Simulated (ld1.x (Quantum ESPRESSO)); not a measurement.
**chlorine, ultrasoft: configuration errors across variants**

chlorine, ultrasoft, made with ld1.x (Quantum ESPRESSO) 7.5 (LDA (PZ), scalar-relativistic). Core [Ne], reference 3s2 3p5. Waves: 3s (bound): rcut 0.85, rcutus 1.15 bohr; 3s channel at 2.75 Ry: rcut 0.85, rcutus 1.15 bohr; 3p (bound): rcut 0.95, rcutus 1.25 bohr; 3p channel at 4.45 Ry: rcut 0.95, rcutus 1.25 bohr. Local part: all-electron potential smoothed inside 1.10 bohr (lloc = -1). Core correction: Bessel-smoothed model core, default radius (core density twice the valence density). Augmentation charge: built from norm-conserving waves at rcut, not smoothed further.

All-electron excitation energies from the reference (eV): (1) 3s2 3p4 13.972; (2) 3s2 3p3 39.500; (3) 3s2 3p2 77.895; (4) 3s1 3p6 12.048; (5) 3s2 3p1 130.265; (6) 3s1 3p5 26.566; (7) 3s2 3p5.3 -2.172; (8) 3s2 3p5 spin -0.186; (9) 3s2 3p4 spin 13.092.

Spin tests fill each open shell by Hund’s rule, majority spin first.

The default core radius of the base comes out at 0.79 bohr.

3 further variants failed, have other tests or another functional or relativity, and are left out.

A true bound ghost makes a file unfit for plane-wave use even where its test errors are small: the radial tests pick states by their node count and pass the ghost by.

Errors AE − PS in meV (a dash: test not solved or not reliable):

| change | (1) | (2) | (3) | (4) | (5) | (6) | (7) | (8) | (9) | bound ghosts |
| --- | --- | --- | --- | --- | --- | --- | --- | --- | --- | --- |
| base | +0.1 | +6.5 | +28 | -7.0 | +77 | -9.0 | +0.3 | -0.6 | -3.1 | none |
| local potential all-electron potential smoothed inside 0.90 bohr (lloc = -2) | +0.1 | +6.4 | +28 | -7.1 | +76 | -9.1 | +0.3 | -0.6 | -3.1 | none |
| core correction Bessel-smoothed model core inside 1.16 bohr | +0.3 | +8.4 | +36 | +0.2 | +103 | -1.9 | +0.3 | +3.0 | +15 | none |
| waves 3s (bound): rcut 0.85, rcutus 1.10 bohr; 3s channel at 2.75 Ry: rcut 0.85, rcutus 1.10 bohr | -2.1 | -3.7 | +2.8 | -11 | +28 | -16 | +497 | -0.8 | -5.8 | s |
| wave 3s channel at 2.75 Ry: rcut 0.85, rcutus 1.15 bohr becomes 3s channel at 2.97 Ry: rcut 0.85, rcutus 1.15 bohr | +0.1 | +6.5 | +28 | -7.0 | +77 | -9.0 | +0.3 | -0.5 | -3.0 | none |
| local potential all-electron potential smoothed inside 0.64 bohr (lloc = -1) | 0.0 | +5.4 | +24 | -7.3 | +66 | -9.7 | +0.3 | -0.6 | -3.3 | s |
| waves 3p (bound): rcut 0.95, rcutus 1.68 bohr; 3p channel at 4.45 Ry: rcut 0.95, rcutus 1.68 bohr | +0.4 | +6.8 | +28 | -6.9 | +77 | -9.0 | +0.3 | -0.4 | -1.9 | none |

Task: Give the same row for: type PAW; local potential all-electron potential smoothed inside 0.90 bohr (lloc = -1); augmentation PSQ, radius 0.95 bohr.

Result: -1.6, -6.9, -26, -0.5, -78, -2.0, +0.2, -0.1, -2.3; bound ghosts: none.
